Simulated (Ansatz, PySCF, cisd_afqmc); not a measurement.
System: MgF, charge 0, doublet. MgF (SMILES [Mg][F], doublet).
B3LYP-D3(BJ)/def2-TZVP minimum from Ansatz (a first-principles code):
```
Mg
F 1 1.7703
```
Charge 0, spin multiplicity 2.

Atomisation energy term by term, kcal/mol (programs: Ansatz, cisd_afqmc). Open shells are spin-unrestricted; no spin-orbit coupling. Cores are frozen in correlated methods. No relativity. AFQMC is phaseless with a CISD trial state; ± is one standard error, without the phaseless bias. Outlying blocks are dropped, and bars are widened where a walk drifts. Over all cases where full CI ran beside it in this data, AFQMC minus full CI had a median of +0.1 mEh and passed +0.4 mEh in a tenth of the cases. CBS(X,Y): correlation extrapolated as X^-3, Hartree-Fock from the larger set. A bracket is a step between two methods taken in the basis named. Where a partner has so few electrons that a lower coupled-cluster level is exact, that level stands in. The spin of FMg ([F][Mg], doublet) was assumed, and the state is the lowest solution found for it.

```json
[
 {"term": "Hartree-Fock", "basis": "def2-QZVPP", "kcal/mol": "79.80"},
 {"term": "CCSD correlation", "basis": "CBS(def2-TZVPP,def2-QZVPP)", "kcal/mol": "24.57"},
 {"term": "(T)", "basis": "CBS(def2-TZVPP,def2-QZVPP)", "kcal/mol": "3.46"},
 {"term": "CCSDT(Q) - CCSD(T)", "basis": "def2-QZVPP", "kcal/mol": "0.04"},
 {"term": "CCSDTQ - CCSDT(Q)", "basis": "def2-SVP", "kcal/mol": "-0.04"},
 {"term": "minus zero-point energy", "basis": "Hessian by PySCF at B3LYP-D3(BJ)/def2-TZVP", "kcal/mol": "-0.99"},
 {"term": "sum: D0", "basis": "", "kcal/mol": "106.8"}
]
```

The step beyond CCSD(T) by other levels: CCSDTQ in def2-SVP 0.32; AFQMC/CISD in def2-SVP 0.08 ± 0.10; CCSDT(Q) in def2-SVP 0.36; CCSDT(Q) in def2-TZVPP 0.10 kcal/mol.
